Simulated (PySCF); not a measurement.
[(1R,2S)-2-fluorocyclopropyl]methanol (C4H7FO), SMILES OC[C@H]1C[C@@H]1F. Geometry optimised at PBE0-D3(BJ)/def2-SVP. One conformer was computed; it need not be the lowest.

Computed equilibrium geometry at PBE0-D3(BJ)/def2-SVP (PySCF confirms it by a frequency run) as bond lengths and angles (one conformer of several):
Atoms: O1 C2 C3 C4 C5 F6 H7 H8 H9 H10 H11 H12 H13. Bonded distances (Å): O1–C2 1.402, O1–H7 0.963, C2–C3 1.506, C2–H8 1.109, C2–H9 1.102, C3–C4 1.511, C3–C5 1.489, C3–H10 1.097, C4–C5 1.486, C4–H11 1.094, C4–H12 1.093, C5–F6 1.356, C5–H13 1.096. Angles (°): C2–O1–H7 108.0, O1–C2–C3 113.5, O1–C2–H8 111.9, O1–C2–H9 106.0, C3–C2–H8 109.3, C3–C2–H9 109.4, H8–C2–H9 106.5, C2–C3–C4 120.1, C2–C3–C5 121.1, C2–C3–H10 115.8, C4–C3–C5 59.3, C4–C3–H10 114.9, C5–C3–H10 113.8, C3–C4–C5 59.6, C3–C4–H11 118.2, C3–C4–H12 117.2, C5–C4–H11 118.9, C5–C4–H12 116.5, H11–C4–H12 115.2, C3–C5–C4 61.1, C3–C5–F6 118.0, C3–C5–H13 119.4, C4–C5–F6 118.2, C4–C5–H13 119.9, F6–C5–H13 111.8.
